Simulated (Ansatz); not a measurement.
`B[C](=C)[AlH][F]` and `C=[C](Cl)[AlH][F]` differ in one atom or group.

Ansatz, PBE0-D4/def2-TZVP geometries, multiplicity 1. Each molecule was computed in one conformer, which needn't be the lowest.

```csv
property,`B[C](=C)[AlH][F]`
"ideal-gas entropy at 298 K and 1 bar (rigid rotor, harmonic PBE0-D4/def2-TZVP) / J/(mol·K)",360
HOMO energy (ωB97M-V/def2-TZVPP) / eV,-10.14
HOMO–LUMO gap (ωB97M-V/def2-TZVPP) / eV,9.76
HOMO–LUMO gap (PBE0/def2-TZVPP) / eV,5.53
size of the dipole moment (ωB97M-V/def2-TZVPP) / D,2.43
LUMO energy (B3LYP/def2-TZVPP) / eV,-2.62
```

Problem. Give the same properties after the change, and the shifts. (Best estimate.)

Solution. Ansatz gave: 
```
                                                                                  property  `C=[C](Cl)[AlH][F]`  shift
ideal-gas entropy at 298 K and 1 bar (rigid rotor, harmonic PBE0-D4/def2-TZVP) / J/(mol·K)                  345    -15
                                                     HOMO energy (ωB97M-V/def2-TZVPP) / eV                -9.97   0.17
                                                   HOMO–LUMO gap (ωB97M-V/def2-TZVPP) / eV                10.09   0.33
                                                      HOMO–LUMO gap (PBE0/def2-TZVPP) / eV                 6.12   0.59
                                        size of the dipole moment (ωB97M-V/def2-TZVPP) / D                 2.42  -0.01
                                                       LUMO energy (B3LYP/def2-TZVPP) / eV                -1.89   0.73
```

With PBE0 the HOMO rises by 0.16 eV and the LUMO rises by 0.74 eV, so the gap widens by about 0.58 eV. PBE moves the HOMO by 0.04 eV and ωB97M-V by 0.17 eV. The zero-point energy changes by -51.4 kJ/mol with -6 modes. Dipoles are sizes alone; their direction can turn. Modes under 60 cm⁻¹, often nearly free rotors, make the harmonic entropy too high.

B3LYP here is the variant with VWN-RPA as its local correlation; programs differ in this.
